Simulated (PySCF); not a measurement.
**Electron correlation in Er (erbium, neutral)**

[Xe] 4f12 6s2, one real determinant. Calculation: PySCF 2.14, in cc-pVDZ-X2C (8s7p5d3f1g, 84 functions); scalar relativity by spin-free X2C-1e. Frozen: [Ar] 3d10; 40 electrons correlated.

MP2 pair energies summed by pair of shells (mhartree):

| pair | energy | share (%) |
| --- | --- | --- |
| 4f-4f | -447.13 | 34.5 |
| 4f-5p | -210.09 | 16.2 |
| 4d-4f | -194.29 | 15.0 |
| 5p-5p | -114.72 | 8.8 |
| 4d-4d | -47.46 | 3.7 |
| 4f-5s | -45.55 | 3.5 |
| 4p-4f | -39.67 | 3.1 |
| 4d-5p | -36.70 | 2.8 |
| 5s-5p | -28.01 | 2.2 |
| 5p-6s | -27.95 | 2.2 |
| 4p-4d | -22.12 | 1.7 |
| 6s-6s | -18.04 | 1.4 |
| 4d-5s | -14.64 | 1.1 |
| 4f-6s | -14.45 | 1.1 |
| 4s-4f | -8.05 | 0.6 |
| 5s-5s | -5.66 | 0.4 |
| 4p-4p | -5.35 | 0.4 |
| 4s-4d | -4.64 | 0.4 |
| 4p-5p | -4.22 | 0.3 |
| 4s-4p | -2.34 | 0.2 |
| 4p-5s | -2.05 | 0.2 |
| 4d-6s | -1.28 | 0.1 |
| 5s-6s | -1.28 | 0.1 |
| 4s-4s | -0.46 | 0.0 |
| 4s-5p | -0.36 | 0.0 |
| 4s-5s | -0.19 | 0.0 |
| 4p-6s | -0.12 | 0.0 |
| 4s-6s | -0.01 | 0.0 |

Total MP2 correlation energy: -1296.8 mhartree.

Same-spin part -500.44 and opposite-spin part -796.40 mhartree; SCS-MP2 scales them by 1/3 and 6/5 to -1122.5 mhartree.

The reference is one real determinant that mixes LS terms of this configuration.

This basis was not built for core-valence correlation, so the inner-shell part is incomplete.
